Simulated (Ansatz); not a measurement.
Two isomers of C3H9NSi: A = `C/C(N)=C\[SiH3]`, B = `CC(C)=N[SiH3]`.

Program: Ansatz. Geometries: PBE0-D4/def2-TZVP. ΔE: electronic, gas phase. CCSD(T)/CBS is the MP2 limit (def2-TZVPP, def2-QZVPP) plus CCSD(T) − MP2 in def2-TZVPP, frozen cores. Functionals use def2-TZVPP. B3LYP here is the variant with VWN-RPA as its local correlation; programs differ in this. Each species was taken in one conformer, which may not be the lowest.

Question: Which isomer does CCSD(T)/CBS put lower? Give the gap. (Estimate.)

Answer: The calculation gave: B, by 8.7 kcal/mol.

Question: Give E(B) − E(A) in kcal/mol with CCSD(T)/def2-TZVPP, HF/def2-TZVPP, MP2/def2-TZVPP, ωB97M-V, B2PLYP, B3LYP, PBE0-D4. (An estimate is asked.)

Answer: Computed: CCSD(T)/def2-TZVPP -9.3, HF/def2-TZVPP -11.5, MP2/def2-TZVPP -8.9, ωB97M-V -8.4, B2PLYP -9.1, B3LYP -8.6, PBE0-D4 -6.5. None reverses the order clearly.

Largest T1 diagnostic: 0.012.

In def2-TZVPP, CCSD(T) changes the Hartree–Fock value by +2.2 kcal/mol (the triples alone add +0.2 kcal/mol) and MP2 by +2.7 kcal/mol.
